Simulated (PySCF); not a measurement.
Ca (SMILES [Ca+]), charge +1, doublet. Base run: PBE0/6-31G run with PySCF.

Here is a job for PySCF.
```python
from pyscf import gto, scf, dft

mol = gto.Mole()
mol.atom = '''
    Ca    0.000000    0.000000    0.000000
'''
mol.basis = '6-31g'
mol.charge = 1
mol.spin = 1
mol.verbose = 4
mol.build()

mf = dft.UKS(mol)
mf.xc = 'pbe0'
mf.kernel()
```

The base run was repeated with changes; each row names its change, and settings that it needs were set with it.

```json
[
 {"change": "base", "ΔE vs base (µEh)": "0.0", "fitting functions": "-", "outcome": "converged"},
 {"change": "auxbasis = cc-pvdz-jkfit", "ΔE vs base (µEh)": "-", "fitting functions": "-", "outcome": "input refused"},
 {"change": "auxbasis = def2-universal-jkfit", "ΔE vs base (µEh)": "-6.2", "fitting functions": "160", "outcome": "converged"},
 {"change": "auxbasis = cc-pvtz-jkfit", "ΔE vs base (µEh)": "-", "fitting functions": "-", "outcome": "input refused"},
 {"change": "auxbasis = even-tempered beta=3.0", "ΔE vs base (µEh)": "-1070", "fitting functions": "99", "outcome": "converged"},
 {"change": "auxbasis = default (with mf = mf.density_fit())", "ΔE vs base (µEh)": "-", "fitting functions": "-", "outcome": "input refused"},
 {"change": "exchange = seminumerical (SGX) (with mf = sgx.sgx_fit(mf, auxbasis='def2-universal-jfit'); with mf.with_df.dfj = True)", "ΔE vs base (µEh)": "0.1", "fitting functions": "56", "outcome": "converged"},
 {"change": "auxbasis = autoaux", "ΔE vs base (µEh)": "-1.2", "fitting functions": "245", "outcome": "converged"},
 {"change": "auxbasis = cc-pvqz-jkfit", "ΔE vs base (µEh)": "-", "fitting functions": "-", "outcome": "input refused"},
 {"change": "auxbasis = even-tempered beta=1.6", "ΔE vs base (µEh)": "0.0", "fitting functions": "219", "outcome": "converged"}
]
```

A fitting set is made for a task (jfit for Coulomb, jkfit for Coulomb and exchange, ri for correlation) and for a family of orbital bases.

Open shells are given as the SCF converged; they aren't shown to be the lowest states, and a large step between rows can be another state.

- auxbasis = cc-pvdz-jkfit: ended with `pyscf.lib.exceptions.BasisNotFoundError: Basis set not found for Ca in cc-pvdz-jkfit`
- auxbasis = cc-pvtz-jkfit: ended with `pyscf.lib.exceptions.BasisNotFoundError: Basis set not found for Ca in cc-pvtz-jkfit`
- auxbasis = default (with mf = mf.density_fit()): ended with `pyscf.lib.exceptions.BasisNotFoundError: Basis set not found for Ca in cc-pvdz-jkfit`
